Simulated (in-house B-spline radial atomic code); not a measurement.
Configurations of Cu⁸⁺, with energies counted from [Ar] 3d3. Computed with a B-spline radial code for spherical atoms: Dirac-Hartree-Fock, average of configuration, Fermi nucleus of rms radius 3.8823 fm. Energies include first-order Breit, QED and recoil terms.

Occupations are held fixed; configurations that lie above the ionisation limit could autoionise.

| configuration | E - E(ref) (eV) | highest orbital | its <r> (bohr) |
| --- | --- | --- | --- |
| [Ne] 3s2 3p5 3d4 | 74.047 | 3d5/2 | 0.6731 |
| [Ar] 3d2 5g1 | 151.46 | 5g9/2 | 3.045 |
| [Ar] 3d2 7p1 | 166.94 | 7p3/2 | 6.327 |
| [Ar] 3d2 7f1 | 172.46 | 7f7/2 | 7.245 |
| [Ar] 3d2 7g1 | 173.07 | 7g9/2 | 7.033 |
| [Ne] 3s2 3p5 3d3 5s1 | 199.13 | 5s1/2 | 2.687 |
| [Ne] 3s2 3p5 3d3 5g1 | 224.02 | 5g9/2 | 3.045 |
| [Ne] 3s2 3p5 3d3 6g1 | 237.49 | 6g9/2 | 4.871 |
| [Ne] 3s2 3p5 3d3 7s1 | 237.64 | 7s1/2 | 6.033 |
| [Ne] 3s2 3p5 3d3 7g1 | 245.63 | 7g9/2 | 7.032 |

Task: Order these further configurations by energy, lowest first.
A. [Ar] 3d2 4p1
B. [Ne] 3s2 3p5 3d3 4s1
C. [Ne] 3s2 3p5 3d3 6f1
D. [Ar] 3d2 6p1
E. [Ar] 3d2 4s1

Result: E (70.782 eV), A (85.058 eV), B (143.48 eV), D (154.77 eV), C (236.55 eV).

Task: How far above the reference does [Ne] 3s2 3p5 3d3 5f1 lie?

Result: 222.51 eV; its least bound orbital is 5f7/2 with <r> = 3.319 bohr.

Task: How far above the reference does [Ne] 3s2 3p5 3d3 6s1 lie?

Result: 224.15 eV; its least bound orbital is 6s1/2 with <r> = 4.193 bohr.

Task: How far above the reference does [Ar] 3d2 7s1 lie?

Result: 165.06 eV; its least bound orbital is 7s1/2 with <r> = 6.03 bohr.
